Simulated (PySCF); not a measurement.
C3H8O2Si, SMILES O(C(C)=O)[SiH2]C.

Coordinates come from a PBE0-D3(BJ)/def2-SVP optimisation. One conformer was computed; it need not be the lowest.

Two levels are set side by side: PBE/def2-TZVP (PySCF) and HF/def2-TZVP (PySCF). Same geometry, gas phase. Differences are taken from unrounded values.

```json
[
 {"quantity": "orbital gap (eV)", "HF": "15.62"},
 {"quantity": "highest occupied level (eV)", "HF": "-12.25"},
 {"quantity": "lowest empty level (eV)", "HF": "3.37"},
 {"quantity": "dipole moment (D)", "HF": "1.69"},
 {"quantity": "mean polarisability (bohr³)", "HF": "61.2"}
]
```

### Question
What does PBE give, and how far is it from HF? (The exact figures need the calculation; the answer reports its results.)

### Answer

| quantity | PBE | PBE minus HF |
|---|---|---|
| orbital gap (eV) | 5.31 | -10.31 |
| highest occupied level (eV) | -6.38 | 5.87 |
| lowest empty level (eV) | -1.06 | -4.44 |
| dipole moment (D) | 1.44 | -0.25 |
| mean polarisability (bohr³) | 69.8 | 8.6 |

PBE's occupied levels lie high since its potential decays too fast outside the molecule; exact exchange lowers them and widens the gap. Loosely held outer electrons make PBE densities more polarisable. Differences between two approximate levels are no errors against the true value.

Rough cost on one machine, each run with all the roots and properties that it gave: HF against PBE within a factor of 2.
